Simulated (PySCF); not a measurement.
Geometry:
```
atom   x (Å)   y (Å)   z (Å)
  C1  -2.688  -0.810   0.147
  O2  -1.314  -1.115   0.035
  C3  -0.465  -0.062   0.399
  C4  -0.343   1.114  -0.555
  O5  -1.133   1.527  -1.358
  C6   1.118   1.484  -0.403
 Si7   1.442  -0.305   0.214
  P8   2.543  -0.418   2.157
  H9  -3.226  -1.713  -0.133
 H10  -2.943  -0.536   1.179
 H11  -2.970   0.007  -0.521
 H12  -0.722   0.320   1.403
 H13   1.552   1.884  -1.315
 H14   1.245   2.229   0.382
 H15   1.755  -1.224  -0.883
 H16   2.356  -1.781   2.318
 H17   3.786  -0.588   1.572
```

All values are calculated (PySCF 2.14.0 with density-fitted response routines): geometry: GFN2-xTB, NMR shieldings at PBE0/pcSseg-1/GIAO. No relativistic terms, isolated molecule, single conformer, one averaged value for each set of equivalent atoms.

Predict the 2D correlation tables (HSQC, COSY, HMBC).

Results:



HSQC (one-bond C–H):
```tsv
δH	δC
4.30 (H12)	94.2 (C3)
3.85 (H9/H10/H11)	63.1 (C1)
2.21 (H13)	34.4 (C6)
2.20 (H14)	34.4 (C6)
```

COSY cross peaks (H two or three bonds apart, from the bond graph; peaks can be absent where the dihedral angle is near 90°):
```tsv
δH	δH
4.78 (H15)	4.30 (H12)
4.78 (H15)	2.21 (H13)
4.78 (H15)	2.20 (H14)
4.78 (H15)	1.58 (H16/H17)
2.21 (H13)	2.20 (H14)
```

HMBC (two and three bonds, from the bond graph):
```tsv
δH	δC
4.78 (H15)	211.5 (C4), 94.2 (C3), 34.4 (C6)
4.30 (H12)	211.5 (C4), 63.1 (C1), 34.4 (C6)
3.85 (H9/H10/H11)	94.2 (C3)
2.21 (H13)	211.5 (C4), 94.2 (C3)
2.20 (H14)	211.5 (C4), 94.2 (C3)
1.58 (H16/H17)	94.2 (C3), 34.4 (C6)
```

Referencing at the same level of theory: ¹H (σref 31.72) and ¹³C (σref 186.93) vs TMS.

Short H···H contacts in this conformer between protons four or more bonds apart (candidates for NOE cross peaks, intensity ∝ r⁻⁶): H10···H12 2.39 Å.

Shifts are as computed. Against solution values, carbons near 30 ppm lie about +3 ppm off and those near 130 ppm about +5 ppm. Of 1309 compounds with measured shifts, 239 miss one by over three times the rms of a fit or turn the order of signals round; such compounds aren't used in these exercises.
